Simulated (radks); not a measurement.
Task: These are the eigenvalues of the occupied orbitals of an atom or ion with whole-number occupations (hartree). Method: scalar-relativistic Kohn-Sham, LDA (Slater exchange, Perdew-Wang correlation), spin-polarised, spherical densities, finite nucleus; Fermi nuclear charge, rms radius of each element as measured or else 0.836 A^(1/3) + 0.57 fm; computed with a radial shooting solver on a logarithmic mesh with Libxc functionals.

orbital  eigenvalue
1s up     -2711.949
1s down   -2711.949
2s up     -472.7315
2s down   -472.7211
2p up     -411.9821
2p down   -411.9734
3s up     -110.3040
3s down   -110.2990
3p up     -92.45826
3p down   -92.45297
3d up     -72.44856
3d down   -72.44079
4s up     -23.57120
4s down   -23.56052
4p up     -17.71286
4p down   -17.70208
4d up     -10.42867
4d down   -10.41566
5s up      -3.80777
5s down    -3.72538
4f up      -2.33156
5p up      -2.31332
4f down    -2.31026
5p down    -2.21217
5d up      -0.64564
6s up      -0.55567
6s down    -0.49322

Which element is it, and in what charge state? The configuration may be excited. Open shells, if any, are filled with parallel spins first.

Result: Z = 76, osmium, charge +1: Os+ in [Xe] 4f14 5d5 6s2. The list shows which subshells hold electrons but not how many an open one holds; the 1s level, -2711.9 hartree, gives Z - s = 73.6 by -(Z - s)^2/2, which with screening and relativity narrows Z to a few neighbours, and the depths of the outer levels then fix element, charge and occupations together.
